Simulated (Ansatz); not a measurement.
`[CH3][AlH][GeH3]` + CH₃OH → `C[O][AlH][GeH3]` + CH₄  (ligand exchange at the Al–C bond)

Calculated with Ansatz (gas phase, PBE0-D4/def2-TZVP geometries, no zero-point term in ΔE). CCSD(T)/CBS adds triple-zeta CCSD(T) − MP2 to the extrapolated MP2 energy (def2 sets, frozen cores). This one scheme is used for every species. For Ge outer-core shells are correlated without core-valence functions, which leaves a few kJ/mol of doubt a bond. Scalar relativity is left out up to krypton. Each species was taken in one conformer, which may not be the lowest.

```json
{"species": "`[CH3][AlH][GeH3]`", "SCS-MP2/def2-TZVPP energy (Eh)": "-2359.77464"}
{"species": "CH₃OH", "SCS-MP2/def2-TZVPP energy (Eh)": "-115.52242"}
{"species": "`C[O][AlH][GeH3]`", "SCS-MP2/def2-TZVPP energy (Eh)": "-2434.93483"}
{"species": "CH₄", "SCS-MP2/def2-TZVPP energy (Eh)": "-40.42031"}
```

Q: Work out ΔE.

A: ΔE = (-2434.93483) + (-40.42031) − (-2359.77464) − (-115.52242) = -0.05808 Eh = -152.5 kJ/mol. CCSD(T)/CBS gives -146.3 kJ/mol.

Largest T1 diagnostic among the species: 0.013.
